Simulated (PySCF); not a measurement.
## Heteronuclear NMR

Numbering as in the mapped SMILES `[CH3:1][C@@:2]1([F:3])[CH:4]=[CH:5][C:6]([C:7]#[N:8])=[CH:9]1`; H(Xn) means a hydrogen on atom n.

PySCF 2.14 calculation with shielding tensors at PBE0/pcSseg-1 (GIAO) and geometry: GFN2-xTB; one conformer, one averaged value for each set of equivalent atoms, isolated molecule, relativity neglected.

Task: Where does 19F resonate?

Result: 
| atoms | environment | σ (ppm) | δ (ppm) |
| --- | --- | --- | --- |
| F3 | fluorine on an sp3 carbon | 393.3 | -194.3 |

Shieldings were converted by a linear fit to measured shifts: 19F (scatter 6.0 ppm rms, 7.0 ppm with the 5 outliers that the fit left out vs CFCl3, solution or neat liquid, with a term for F on sp3 carbon). A few per cent of atoms miss by over 2 rms, more outside the fitted compound classes.

On a 300 MHz spectrometer 19F resonates near 282.3 MHz, so 1 ppm is 282.3 Hz.

Task: Where does 15N resonate?

Result: 
```
atoms       environment  σ (ppm)  δ (ppm)
   N8  nitrile nitrogen    -58.9    -93.8
```

Shieldings were converted by a linear fit to measured shifts: 15N: δ = -148.07 − 0.921σ (rms 6.3 ppm, 71 shifts vs CH3NO2, solution or neat liquid). Occasional misses reach two or three times the rms, and more in compound classes unlike the fitted ones.

On a 300 MHz spectrometer 15N resonates near 30.4 MHz, so 1 ppm is 30.4 Hz.
